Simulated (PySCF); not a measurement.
Spin states and ions at one geometry of Y2S3

PySCF 2.14.0, RKS TPSS, Y def2-SVP with ECP28, S def2-SVP; non-relativistic Hamiltonian with scalar-relativistic core potentials where named; density fitting; no spin-orbit coupling; singlets restricted, open shells unrestricted. The geometry is relaxed for charge 0, singlet, vacuum:

```xyz
5

Y     0.6217   -0.1527    2.3398
Y     0.6217   -0.1527   -2.3398
S     1.6017   -0.3933    0.0000
S    -1.6011    0.3931    2.6880
S    -1.6011    0.3931   -2.6880
```

Energies count from the relaxed state; an electron taken off or put on is at rest in vacuum. Charges and spins are Mulliken's.

Task: Order these states by energy, lowest first.
A. charge +1, doublet, vacuum
B. charge 0, singlet, vacuum
C. charge -1, doublet, vacuum
D. charge 0, triplet, vacuum

Result: C (-1.50 eV), B (0.00 eV), D (1.86 eV), A (6.93 eV).

Task: How do charge and spin on the first atom follow?

Result: 
```json
{"state": "charge 0, singlet, vacuum", "spin squared": "0.00", "charge on Y1 (e)": "0.63", "spin on Y1 (e)": "0.00", "dipole about the centre of mass (D)": "11.86"}
{"state": "charge 0, triplet, vacuum", "spin squared": "2.00", "charge on Y1 (e)": "0.52", "spin on Y1 (e)": "0.52", "dipole about the centre of mass (D)": "7.26"}
{"state": "charge +1, doublet, vacuum", "spin squared": "0.76", "charge on Y1 (e)": "0.93", "spin on Y1 (e)": "0.00", "dipole about the centre of mass (D)": "8.90"}
{"state": "charge -1, doublet, vacuum", "spin squared": "0.75", "charge on Y1 (e)": "0.21", "spin on Y1 (e)": "0.52", "dipole about the centre of mass (D)": "8.04"}
```

With an electron taken off (doublet) the charges change, summed by element, by Y +0.59 e, S +0.41 e. The vertical ionisation energy is 6.93 eV, against −ε(HOMO) = 4.71 eV of the relaxed state. The level lies 2.2 eV too high, as is usual for semilocal functionals and global hybrids, which keep a self-interaction error.

With an electron put on (doublet) the charges change, summed by element, by Y -0.85 e, S -0.15 e. The vertical electron affinity is 1.50 eV, against −ε(LUMO) = 2.96 eV of the relaxed state. The basis has no diffuse functions, which an added electron needs.

Open shells may have lower solutions than those found. Hard to converge, so the more doubtful: charge -1, doublet, vacuum.

No frequency check is given that shows the relaxed geometry to be a minimum.
